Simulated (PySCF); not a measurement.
Ga(H)2(Me)(HOMe), C2H9GaO, singlet, PBE0/def2-SVP optimised geometry.

```
13

Ga    -0.69    -2.01     0.00
H      0.90    -2.01     0.00
H     -1.41    -2.17     1.40
C     -1.64    -2.49    -1.67
H     -1.61    -3.58    -1.82
H     -1.19    -2.02    -2.55
H     -2.71    -2.20    -1.62
C     -0.02     0.96    -0.71
O     -0.93     0.14     0.00
H     -0.36     2.01    -0.71
H      0.00     0.60    -1.75
H      1.00     0.90    -0.30
H     -1.00     0.44     0.92
```

Density from PBE0/def2-TZVP in PySCF 2.14.0 at that geometry.

Minimum of the electron density along straight lines between bonded atoms, close to the bond critical point (lines longer than 1.1 times the sum of covalent radii, or with two minima, are not listed):

```
bond    length / Å  ρ at the minimum / e bohr⁻³  ∇²ρ there / e bohr⁻⁵  position (fraction from the first atom)
------  ----------  ---------------------------  --------------------  ---------------------------------------
Ga1–H2       1.589                        0.109                  0.15                                     0.59
Ga1–H3       1.588                        0.109                  0.15                                     0.59
Ga1–C4       1.978                        0.112                  0.20                                     0.48
C4–H5        1.103                        0.264                 -0.85                                     0.64
C4–H6        1.102                        0.265                 -0.86                                     0.64
C4–H7        1.101                        0.266                 -0.87                                     0.64
C8–O9        1.418                        0.251                 -0.46                                     0.35
C8–H10       1.101                        0.279                 -0.97                                     0.65
C8–H11       1.097                        0.283                 -1.00                                     0.65
C8–H12       1.102                        0.280                 -0.98                                     0.65
O9–H13       0.965                        0.359                 -2.48                                     0.81
```
